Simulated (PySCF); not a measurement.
## Stretching SiBr

Set-up: basis Si def2-TZVPPD, Br def2-TZVPPD; no relativity; PySCF 2.14. Energies in eV from Si + Br in their ground configurations at the same level. State: ²Π (doublet), unpaired electrons π ↑.

```tsv
R (Å)	UHF-CCSD	UHF
1.925		-1.462
2.015	-3.112	-2.078
2.105	-3.428	-2.419
2.172	-3.537	-2.546
2.239	-3.566	-2.591
2.306	-3.534	-2.574
2.396	-3.423	-2.480
2.508	-3.211	-2.287
2.642	-2.894	-1.990
2.821		-1.544
```

Task: Put a parabola through the three lowest points of the UHF-CCSD curve and estimate Re, k and ωe (reduced mass 20.65 u; 1 eV/Å² = 0.16022 mdyn/Å; ωe = 1302.8·√(k/μ) cm⁻¹).

Result: Through R = 2.172, 2.239, 2.306 Å the second-order coefficient is 6.79 eV/Å², so Re ≈ 2.237 Å, k ≈ 2.18 mdyn/Å and ωe ≈ 423 cm⁻¹. A polynomial fit of higher order to the unrounded UHF-CCSD energies gives Re = 2.234 Å, k = 2.18 mdyn/Å, ωe = 424 cm⁻¹; anharmonicity and rounding make the difference.

The higher-order fit for each curve: UHF-CCSD: Re = 2.234 Å, ωe = 424 cm⁻¹, De = 3.57 eV; UHF: Re = 2.251 Å, ωe = 413 cm⁻¹, De = 2.59 eV.

Correlated steps freeze 14 core orbitals. Spin–orbit coupling is left out. The state was picked by a PBE0 search and need not be the measured ground state.
